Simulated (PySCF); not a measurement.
F₂Sn, singlet, at a GFN2-xTB geometry (such geometries of metal compounds can be far from the true shape) (core potentials on Sn). Base run: PySCF with M062X/def2-SVPD.

Input for PySCF:
```python
from pyscf import gto, scf, dft, solvent

mol = gto.M(
    atom='''
Sn    0.038386   -0.023092    0.340662
F     0.688704    1.477257   -0.940111
F    -0.901958   -1.348966   -0.952455
''',
    basis='def2-svpd',
    ecp={'Sn': 'def2-svpd'},
    charge=0,
    spin=0,
    verbose=4,
)

mf = dft.RKS(mol)
mf.xc = 'm062x'
mf.kernel()
mf.analyze()
```

Variants of this job, named by their change:

```csv
change,ΔE vs base (kJ/mol),dipole (D),HOMO-LUMO gap (eV)
base,0.00,4.64,7.73
model = ddCOSMO; solvent = dimethylsulfoxide,-62.5,5.99,8.09
model = IEF-PCM; solvent = dimethylsulfoxide; r_probe = 0.5,-27.3,5.39,7.91
model = COSMO; solvent = dimethylsulfoxide,-54.3,5.89,8.06
model = IEF-PCM; solvent = dimethylsulfoxide; lebedev_order = 11,-53.7,5.88,8.05
model = IEF-PCM; solvent = n-hexane,-19.86,5.08,7.86
model = IEF-PCM; solvent = dimethylsulfoxide; lebedev_order = 41,-54.6,5.90,8.06
model = IEF-PCM; solvent = dimethylsulfoxide,-54.5,5.90,8.06
model = IEF-PCM; solvent = dimethylsulfoxide; vdw_scale = 1.0,-103.5,6.53,8.25
model = IEF-PCM; solvent = acetonitrile,-53.9,5.88,8.06
model = IEF-PCM; solvent = water,-55.3,5.92,8.07
model = IEF-PCM; solvent = dimethylsulfoxide; vdw_scale = 1.1,-73.9,6.18,8.15
```

The base is the gas phase, so ΔE is the electrostatic part of solvation at a fixed geometry, without cavity and dispersion terms.
